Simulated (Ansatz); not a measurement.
Mulliken charges of CH5BO2Te (`C[Te]B(O)O`) from ωB97M-V/def2-TZVPP in Ansatz (PBE0-D4/def2-TZVP geometry).

```csv
atom,x (Å),y (Å),z (Å),charge (e)
C1,-0.823,-1.655,-0.676,-0.528
Te2,-1.557,0.237,0.007,0.044
B3,0.409,1.068,0.432,0.172
O4,0.595,2.327,0.922,-0.278
O5,1.493,0.287,0.195,-0.271
H6,-1.690,-2.253,-0.951,0.154
H7,-0.272,-2.134,0.129,0.166
H8,-0.181,-1.497,-1.538,0.166
H9,-0.207,2.831,1.069,0.198
H10,2.315,0.739,0.413,0.178
```

Q: By hand: the dipole of these point charges (1 e Å = 4.8032 D).

A: Σ q r = (-0.098, 0.086, 0.027) e Å, of length 0.133 e Å = 0.64 D.

Q: How does the dipole of the full density compare? (Estimate.)

A: Computed: (0.141, 0.104, 0.047) e Å, 0.87 D; the point charges give 0.74 times that, at 99° from its direction.

Point charges leave out the atoms' own dipoles, such as those of lone pairs, and Mulliken's split depends on the basis, so the two needn't agree.
